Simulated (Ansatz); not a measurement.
CH$_{2}$ClFOSi, SMILES `F[Si]1(Cl)CO1` at its PBE0-D4/def2-TZVP geometry, where that method's forces vanish. Total charge 0; spin multiplicity 1.

```xyz
7

F    -1.2926    0.4450    1.6490
Si   -0.6044    0.4387    0.2315
Cl   -1.1953    2.1042   -0.7277
C     0.8505   -0.5157   -0.1447
O    -0.5394   -0.9627   -0.5817
H     1.2891   -1.2092    0.5685
H     1.4921   -0.3003   -0.9949
```

Problem. What forces (eV/Å) does B3LYP-D4/def2-TZVPP give on these atoms in Ansatz? (Estimate.)

Solution. Ansatz gave: 
```
F1  -0.090 -0.008  0.210
Si2  0.041 -0.026 -0.028
Cl3 -0.064  0.194 -0.113
C4   0.470  0.018  0.080
O5  -0.320 -0.194 -0.152
H6  -0.009  0.046 -0.065
H7  -0.028 -0.030  0.069
```

B3LYP here is the variant with VWN-RPA as its local correlation; programs differ in this.
